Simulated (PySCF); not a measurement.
## Arsenic: a sound run and one with changed settings

Sound run: As [Ar] 3d10 4s2 4p3, As⁺ [Ar] 3d10 4s2 4p2. All numbers are calculated (PySCF 2.14, scalar relativity by spin-free X2C-1e, in cc-pVDZ-DK). In the sound run the correlated levels freeze [Ar] 3d10. The sound run starts from symmetry-adapted Hartree-Fock orbitals and uses a fine grid where one is needed.

Changed run: initial guess 1e, at most 50 SCF cycles.

```tsv
species	method	sound run (hartree)	changed run (hartree)	converged
As	UHF	-2258.91690	-2258.91690	yes
As	M06-L	-2260.52251	-2260.52251	yes
As	CCSD(T)	-2258.98623	-2258.98623	yes
As⁺	M06-2X	-2260.34711	-2260.34711	yes
As⁺	MP2	-2258.61262	-2258.61262	yes
```

Here the plain start reaches the same solutions.
